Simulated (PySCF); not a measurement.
# Dipole response of Ti (titanium, neutral)

[Ar] 3d2 4s2, high-spin 3F determinant. Computed with PySCF 2.14 in aug-cc-pVDZ (7s6p4d2f, 59 functions), with no relativity, point nucleus. Coupled (time-dependent) response in atomic units; α is the mean over directions. A double-zeta set is small for polarisabilities.

```
   method  mean α (bohr³)  C₆ (like pair)  S(−4)
BHandHLYP           108.9            1270   6038
```

S(−4) is the Cauchy moment in α(ω) = α(0) + S(−4) ω² + …

Reference α: 87 ± 10 bohr³ (recommended; Schwerdtfeger and Nagle, table of static dipole polarizabilities (2023 update)). Published C₆: 1044 (Chu and Dalgarno (2004); Tang, Norbeck and Certain (1976)).

α(iu) at BHandHLYP:

| u (hartree) | α(iu) (bohr³) |
| --- | --- |
| 0 | 108.9 |
| 0.0500 | 95.81 |
| 0.100 | 71.19 |
| 0.200 | 36.74 |
| 0.300 | 21.47 |
| 0.500 | 10.29 |
| 0.750 | 5.816 |
| 1.00 | 3.943 |
| 1.50 | 2.279 |
| 2.00 | 1.506 |
| 3.00 | 0.7911 |
| 5.00 | 0.3214 |

A single London oscillator, α(iu) = α/(1 + u²/ω²), gives C₆ = (3/4) ω α². Matching the computed C₆ needs ω = 4 × 1270 / (3 × 108.9²) = 0.143 hartree.
